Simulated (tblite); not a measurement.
Compound: C4H2F3N.
Atom-mapped SMILES: `[N:1]#[C:2][C@@H:3]([F:4])/[C:5]([F:6])=[CH:7]/[F:8]` (hydrogens: H9 on C3; H10 on C7)

The geometry is computed with GFN2-xTB (gas phase).

Some entries are withheld.

| coordinate | value |
| --- | --- |
| N1≡C2 | ? |
| C2–C3 | ? |
| C3–F4 | ? |
| C3–C5 | 1.511 Å |
| C5–F6 | 1.342 Å |
| C5=C7 | 1.326 Å |
| C7–F8 | ? |
| C3–H9 | 1.102 Å |
| C7–H10 | 1.080 Å |
| N1–C2–C3 | 179.1° |
| C2–C3–F4 | 110.0° |
| C2–C3–C5 | 109.9° |
| F4–C3–C5 | ? |
| C3–C5–F6 | ? |
| C3–C5–C7 | 123.7° |
| F6–C5–C7 | 123.1° |
| C5–C7–F8 | ? |

Task: Estimate the withheld lengths and angles.

Result: 
- N1≡C2 = 1.140 Å, drawn triple (nitrile nitrogen to nitrile carbon); 0.26 Å below the sum of covalent radii, 1.40 Å.
- C2–C3 = 1.460 Å, drawn single (nitrile carbon to sp3 C–F carbon); 0.01 Å above the sum of covalent radii, 1.45 Å.
- C3–F4 = 1.372 Å, drawn single (sp3 C–F carbon to alkyl fluorine); 0.04 Å above the sum of covalent radii, 1.33 Å.
- C7–F8 = 1.329 Å, drawn single (vinylic C–F carbon to vinyl fluorine); 0.03 Å above the sum of covalent radii, 1.30 Å.
- F4–C3–C5 = 110.2°, at the sp3 C–F carbon; the outer atoms are 2.366 Å apart.
- C3–C5–F6 = 113.2°, at the vinylic C–F carbon; the outer atoms are 2.384 Å apart.
- C5–C7–F8 = 123.1°, at the vinylic C–F carbon; the outer atoms are 2.334 Å apart.

Radii are Cordero's, carbon taken as 0.76, 0.73 or 0.69 Å for four, three, and two or fewer neighbours.

Its GFN2-xTB frequencies are all real (lowest 32 cm⁻¹). One conformer, not necessarily the lowest (C2–C3–C5–F6 84°).

Hardware: an Arm Neoverse V2 with one thread, no GPU, on a shared host. These figures are those of the optimisation.
